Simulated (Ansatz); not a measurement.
Mulliken charges of `[Cl][Hf]([Cl])([Cl])[SeH]` from PBE/def2-TZVPP in Ansatz (PBE0-D4/def2-TZVP geometry).

```json
{"atom": "Cl1", "x (Å)": "1.599", "y (Å)": "-1.578", "z (Å)": "1.513", "charge (e)": "-0.179"}
{"atom": "Hf2", "x (Å)": "0.081", "y (Å)": "-0.516", "z (Å)": "0.124", "charge (e)": "0.661"}
{"atom": "Cl3", "x (Å)": "-2.111", "y (Å)": "-0.884", "z (Å)": "0.799", "charge (e)": "-0.191"}
{"atom": "Cl4", "x (Å)": "0.304", "y (Å)": "-1.204", "z (Å)": "-2.083", "charge (e)": "-0.191"}
{"atom": "Se5", "x (Å)": "0.616", "y (Å)": "1.972", "z (Å)": "0.297", "charge (e)": "-0.172"}
{"atom": "H6", "x (Å)": "-0.489", "y (Å)": "2.210", "z (Å)": "-0.651", "charge (e)": "0.073"}
```

Problem. By hand: the dipole of these point charges (1 e Å = 4.8032 D).

Solution. Σ q r = (-0.029, 0.162, -0.042) e Å, of length 0.170 e Å = 0.82 D.

Problem. How does the dipole of the full density compare? (Estimate.)

Solution. The calculation gave: (-0.030, 0.090, -0.034) e Å, 0.48 D; the point charges give 1.71 times that, at 10° from its direction.

Point charges leave out the atoms' own dipoles, such as those of lone pairs, and Mulliken's split depends on the basis, so the two needn't agree.
